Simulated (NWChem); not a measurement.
Program: NWChem. System: BCl$_{2}$, charge 1, spin multiplicity 1, at the geometry of a parent with another charge or spin, in a state set for the comparison that need not be this species' ground state. Level: B2PLYP/def2-TZVP, 11 core orbitals frozen.

The NWChem input:

```
start mol
memory heap 200 mb stack 900 mb global 1100 mb
charge 1
geometry units angstroms nocenter noautoz
  Cl     1.540206     0.000000     0.103474
  B      0.000000     0.000000    -0.703622
  Cl    -1.540206     0.000000     0.103474
  symmetry group C2v
end
basis spherical
  * library def2-tzvp
end
dft
  xc hfexch 0.53 becke88 0.47 lyp 0.73 mp2 0.27
  dftmp2
  semidirect memsize 60000000 filesize 0
  iterations 100
end
mp2
  freeze core 11
end
task dft energy
```

NWChem printed:

```
             Northwest Computational Chemistry Package (NWChem) 7.3.0
             --------------------------------------------------------

                                NWChem Input Module
                                -------------------

 Scaling coordinates for geometry "geometry" by  1.889725989
 (inverse scale =  0.529177249)

 Turning off AUTOSYM since
 SYMMETRY directive was detected!

                             Geometry "geometry" -> ""
                             -------------------------

 Output coordinates in angstroms (scale by  1.889725989 to convert to a.u.)

  No.       Tag          Charge          X              Y              Z
 ---- ---------------- ---------- -------------- -------------- --------------
    1 Cl                  17.0000     1.54020600     0.00000000     0.10347400
    2 B                    5.0000     0.00000000     0.00000000    -0.70362200
    3 Cl                  17.0000    -1.54020600     0.00000000     0.10347400

 Effective nuclear repulsion energy (a.u.)     101.3817622067

            Nuclear Dipole moment (a.u.)
            ----------------------------
        X                 Y               Z
 ---------------- ---------------- ----------------
     0.0000000000     0.0000000000     0.0000113384

      Symmetry information
      --------------------

 Group name             C2v
 Group number             16
 Group order               4
 No. of unique centers     2

      Symmetry unique atoms

     1    2


 Summary of "ao basis" -> "" (spherical)
 ------------------------------------------------------------------------------
       Tag                 Description            Shells   Functions and Types
 ---------------- ------------------------------  ------  ---------------------
 *                         def2-tzvp                  on all atoms

  dft_input: which_mp2 not specified, using semidirect MP2 by default.

                                 NWChem DFT Module
                                 -----------------

 Summary of "ao basis" -> "ao basis" (spherical)
 ------------------------------------------------------------------------------
       Tag                 Description            Shells   Functions and Types
 ---------------- ------------------------------  ------  ---------------------
 Cl                        def2-tzvp                13       37   5s5p2d1f
 B                         def2-tzvp                11       31   5s3p2d1f

 Summary of "ao basis" -> "ao basis" (spherical)
 ------------------------------------------------------------------------------
       Tag                 Description            Shells   Functions and Types
 ---------------- ------------------------------  ------  ---------------------
 Cl                        def2-tzvp                13       37   5s5p2d1f
 B                         def2-tzvp                11       31   5s3p2d1f

      Symmetry analysis of basis
      --------------------------

        a1         39
        a2         15
        b1         32
        b2         19

            General Information
            -------------------
          SCF calculation type: DFT
          Wavefunction type:  closed shell.
          No. of atoms     :     3
          No. of electrons :    38
           Alpha electrons :    19
            Beta electrons :    19
          Charge           :     1
          Spin multiplicity:     1
          Use of symmetry is: on ; symmetry adaption is: on
          Maximum number of iterations: 100
[...]
              MO Center=  1.4D-14, -2.6D-16,  5.0D-02, r^2= 3.5D+00
   Bfn.  Coefficient  Atom+Function         Bfn.  Coefficient  Atom+Function
  ----- ------------  ---------------      ----- ------------  ---------------
    17      0.315457  1 Cl pz                85     -0.315457  3 Cl pz
    15     -0.270166  1 Cl px                83     -0.270166  3 Cl px
    20      0.171220  1 Cl pz                88     -0.171220  3 Cl pz
    14      0.146535  1 Cl pz                82     -0.146535  3 Cl pz
    18     -0.138414  1 Cl px                86     -0.138414  3 Cl px

 Vector   20  Occ=0.000000D+00  E=-3.618735D-01  Symmetry=a1
              MO Center=  5.8D-16,  6.9D-17, -8.6D-01, r^2= 2.4D+00
   Bfn.  Coefficient  Atom+Function         Bfn.  Coefficient  Atom+Function
  ----- ------------  ---------------      ----- ------------  ---------------
    41      0.448510  2 B  s                 45     -0.332227  2 B  pz
    48     -0.316937  2 B  pz                17      0.228462  1 Cl pz
    85      0.228462  3 Cl pz                42      0.212934  2 B  s
    20      0.207985  1 Cl pz                88      0.207985  3 Cl pz
    40      0.203117  2 B  s                 39     -0.113112  2 B  s

 Vector   21  Occ=0.000000D+00  E=-2.764087D-01  Symmetry=b2
              MO Center= -1.2D-14, -1.9D-15, -5.2D-01, r^2= 2.4D+00
   Bfn.  Coefficient  Atom+Function         Bfn.  Coefficient  Atom+Function
  ----- ------------  ---------------      ----- ------------  ---------------
    47      0.510419  2 B  py                44      0.431152  2 B  py
    19     -0.255281  1 Cl py                87     -0.255281  3 Cl py
    50      0.252683  2 B  py                16     -0.199376  1 Cl py
    84     -0.199376  3 Cl py                13     -0.106355  1 Cl py
    81     -0.106355  3 Cl py                 7      0.075891  1 Cl py

 Vector   22  Occ=0.000000D+00  E=-1.160278D-01  Symmetry=a1
              MO Center= -4.5D-14, -1.3D-16, -5.7D-02, r^2= 4.1D+00
   Bfn.  Coefficient  Atom+Function         Bfn.  Coefficient  Atom+Function
  ----- ------------  ---------------      ----- ------------  ---------------
    41      1.322253  2 B  s                  5     -0.616396  1 Cl s
    73     -0.616396  3 Cl s                 18      0.609630  1 Cl px
    86     -0.609630  3 Cl px                48      0.542308  2 B  pz
    51      0.365159  2 B  pz                45      0.261152  2 B  pz
    15      0.240669  1 Cl px                83     -0.240669  3 Cl px

 center of mass
 --------------
 x =   0.00000000 y =   0.00000000 z =  -0.01189811

 moments of inertia (a.u.)
 ------------------
          22.126804386544           0.000000000000           0.000000000000
           0.000000000000         614.597179018710           0.000000000000
           0.000000000000           0.000000000000         592.470374632167

     Multipole analysis of the density
     ---------------------------------

     L   x y z        total         alpha         beta         nuclear
     -   - - -        -----         -----         ----         -------
     0   0 0 0      1.000000    -19.000000    -19.000000     39.000000

     1   1 0 0      0.000000      0.000000      0.000000      0.000000
     1   0 1 0     -0.000000     -0.000000     -0.000000      0.000000
     1   0 0 1     -0.786004     -0.393008     -0.393008      0.000011

     2   2 0 0    -14.053706   -151.040688   -151.040688    288.027669
     2   1 1 0      0.000000      0.000000      0.000000      0.000000
     2   1 0 1     -0.000000     -0.000000     -0.000000      0.000000
     2   0 2 0    -20.265101    -10.132551    -10.132551      0.000000
     2   0 1 1      0.000000      0.000000      0.000000      0.000000
     2   0 0 2    -17.270096    -13.704983    -13.704983     10.139870

                   NWChem MP2 Semi-direct Energy/Gradient Module
                   ---------------------------------------------

  Basis functions       =    105
  Molecular orbitals    =    105
  Frozen core           =     11
  Frozen virtuals       =      0
  Active alpha occupied =      8
  Active beta occupied  =      8
  Active alpha virtual  =     86
  Active beta virtual   =     86
  Use MO symmetry       = T
  Use skeleton AO sym   = T

  AO/Fock/Back tols     =   1.0D-09  1.0D-09  1.0D-09

 GA uses MA = F    GA memory limited = T

 Available:
  local mem=  4.43D+07
 global mem=  1.44D+08
 local disk=  0.00D+00
  mp2_memr nvloc                    86
  nvloc new                    86
   1 passes of   8:        5242880                      56877                  12580432.
   1 passes of   8: M     44319775           G      144157150           F      39076895.

 Semi-direct pass number   1 of   1  for RHF alpha+beta  at        3.2s
  vrange nnbf                  5370
  mp2_eaftype                    47  avail_ma_in_mb                   386
 EAF : mp2_eaftype filesize          47    6290216.
  mp2_eaf for mointskh                     47
Node 0 wrote     29.6 Mb in      0.0 s     Agg I/O rate:   633.4 Mb/s
 Done moints_semi at        7.7s
  mp2_eaftype                    47  avail_ma_in_mb                   386
 EAF : mp2_eaftype filesize          47    6290216.
  mp2_eaf for kh                    47
 Done maket at        7.9s
 Done multipass loop at        7.9s

          -------------------------------------------
          DFT energy                    -944.526170766796
          Unscaled MP2 energy             -0.559118095977
          Total DFT+MP2 energy          -944.677132652709
          -------------------------------------------

 -----------------------
 Performance information
 -----------------------

 Timer overhead =  1.37D-07 seconds/call

               Nr. of calls         CPU time (s)                 Wall time (s)                GFlops
             ---------------    -------------------     ------------------------------   -------------------
Name         Min   Avg   Max    Min     Avg     Max     Min     Avg     Max   Mx/calls   Min     Max     Sum
mp2: moin     1     1     1    4.5     4.5     4.5      4.5     4.5     4.5     4.5      0.0     0.0     0.0
mp2: make     1     1     1   0.23    0.23    0.23     0.23    0.23    0.23    0.23      0.0     0.0     0.0
mp2: tota     1     1     1    4.9     4.9     4.9      4.9     4.9     4.9     4.9      0.0     0.0     0.0

 The average no. of pstat calls per process was 3.00D+00
 with a timing overhead of 4.10D-07s

 Task  times  cpu:        7.9s     wall:        7.9s

 Total times  cpu:        8.0s     wall:        8.0s
```
